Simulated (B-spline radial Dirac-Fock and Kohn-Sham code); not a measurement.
# Core-hole lifetimes of Zn⁺

System: the Zn⁺ ion in the configuration [Ar] 3d10 4s1.

Level of theory: independent-particle radiative and Coulomb Auger rates from relativistic LDA hole-state orbitals, with Dirac-Fock energies; a radial atomic solver.

Partial widths are in eV. Coster-Kronig decay leaves a hole in the same principal shell; its rates are the weakest part of the model, often 1.5 to 2.5 times too large and more for N holes. Holes without an open Auger channel, or with an unreliable SCF state, are not listed.

```
      hole  radiative      Auger  Coster-Kronig  total  fluorescence yield  lifetime (fs)
    K (1s)      0.769      0.824              0   1.59               0.483          0.413
   L1 (2s)    0.00591      0.478           7.90   8.39            0.000704         0.0785
L2 (2p1/2)    0.00777      0.677              0  0.685              0.0114          0.962
L3 (2p3/2)    0.00764      0.701              0  0.709              0.0108          0.928
M2 (3p1/2)   0.000150          0           3.91   3.91            3.83e-05          0.168
M3 (3p3/2)   0.000140  -4.44e-16           3.72   3.72            3.76e-05          0.177
```

Values without a named source are computed, but for edge energies of neutral atoms, which are taken from tables.
